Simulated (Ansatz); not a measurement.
Br2Ge (SMILES [Br][Ge][Br]) moved off its minimum; all values from Ansatz (an electronic-structure program), cores frozen in correlated methods.
(charge 0, multiplicity 1)
```xyz
3

Ge     0.01615     0.00187     1.00018
Br     0.94022    -1.55229    -0.47074
Br    -0.99090     1.55388    -0.47835
```

Forces at PBE/def2-TZVPP (eV/Å):

```tsv
atom	Fx	Fy	Fz
Ge1	-0.148	0.252	0.298
Br2	0.160	-0.270	-0.268
Br3	-0.012	0.018	-0.030
```

Problem. Give the forces (eV/Å), the total energy and the dipole at CCSD(T)/aug-cc-pVTZ.

Solution. 
```
atom      Fx      Fy      Fz
----  ------  ------  ------
Ge1   -0.156   0.263   0.253
Br2    0.112  -0.191  -0.251
Br3    0.045  -0.072  -0.002
```
Energy -7220.8976 hartree, dipole 1.72 D.
